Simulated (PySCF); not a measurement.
The group X on BH2-X is varied. Gas-phase values, no solvent. One relaxed conformer stands for each flexible species; it need not be the lowest. Strings in code marks are SMILES.

The numbers are results of M06-2X/def2-TZVP in PySCF 2.14.0, not measurements. All candidates: neutral, multiplicity 1. 

```yaml
LUMO: -0.37 eV
HOMO–LUMO gap: 9.68 eV
HOMO: -10.05 eV
```

Which member has these values?
A) `BBr`
B) `BC=C`
C) `BCl`
D) `BCC`

D, `BCC`. The others give `BBr`: -1.07 eV, 8.35 eV, -9.42 eV; `BC=C`: -1.12 eV, 8.52 eV, -9.64 eV; `BCl`: -0.85 eV, 9.12 eV, -9.97 eV
